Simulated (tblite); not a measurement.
Species: C₆H₈N (doublet state).
SMILES with atom numbers: `[H]/[C:1]=[CH:2]\[C@H:3]([NH2:4])[CH2:5][C:6]#[CH:7]` (hydrogens: H8 on C1; H9 on C2; H10 on C3; H11, H12 on N4; H13, H14 on C5; H15 on C7)

Computed geometry: GFN2-xTB, gas phase. This method treats the open shell by occupation alone, without spin polarisation.

Some entries are withheld. Bonds in one row agree within 0.01 Å.

```csv
coordinate,value
C1=C2,1.288 Å
C2–C3,1.533 Å
C3–N4,?
C3–C5,?
C5–C6,1.447 Å
C6≡C7,?
C1–H8,1.065 Å
C2–H9,1.083 Å
C3–H10,1.105 Å
"N4–H11, N4–H12",1.015 Å
C5–H13,1.093 Å
C5–H14,1.095 Å
C7–H15,1.049 Å
C1–C2–C3,126.1°
C2–C3–N4,107.8°
C2–C3–C5,109.1°
N4–C3–C5,?
C3–C5–C6,?
C5–C6–C7,?
```

Problem. Estimate the withheld lengths and angles.

Solution. 
- C3–N4 = 1.453 Å, drawn single (ends: carbon bonded to 2 C, N and H; nitrogen bonded to C and 2 H); 0.02 Å below the sum of covalent radii, 1.47 Å.
- C3–C5 = 1.537 Å, drawn single (ends: carbon bonded to 2 C, N and H; carbon bonded to 2 C and 2 H); 0.02 Å above the sum of covalent radii, 1.52 Å.
- C6≡C7 = 1.196 Å, drawn triple (ends: carbon bonded to 2 C; carbon bonded to C and H); 0.18 Å below the sum of covalent radii, 1.38 Å.
- N4–C3–C5 = 108.7°, at the carbon bonded to 2 C, N and H; the outer atoms are 2.430 Å apart.
- C3–C5–C6 = 111.8°, at the carbon bonded to 2 C and 2 H; the outer atoms are 2.471 Å apart.
- C5–C6–C7 = 179.0°, at the carbon bonded to 2 C; the outer atoms are 2.643 Å apart.

Radii are Cordero's, carbon taken as 0.76, 0.73 or 0.69 Å for four, three, and two or fewer neighbours.

Its GFN2-xTB frequencies are all real (lowest 50 cm⁻¹). Torsions: C1–C2–C3–N4 -129°, C2–C3–N4–H 59° and 179°, C2–C3–C5–C6 -62°.

On Arm Neoverse V2, one thread, shared host with 96 logical CPUs at a one-minute load of 94, this took 0.39 s of wall time. That covers the optimisation of the geometry.

One conformer stands for the species.
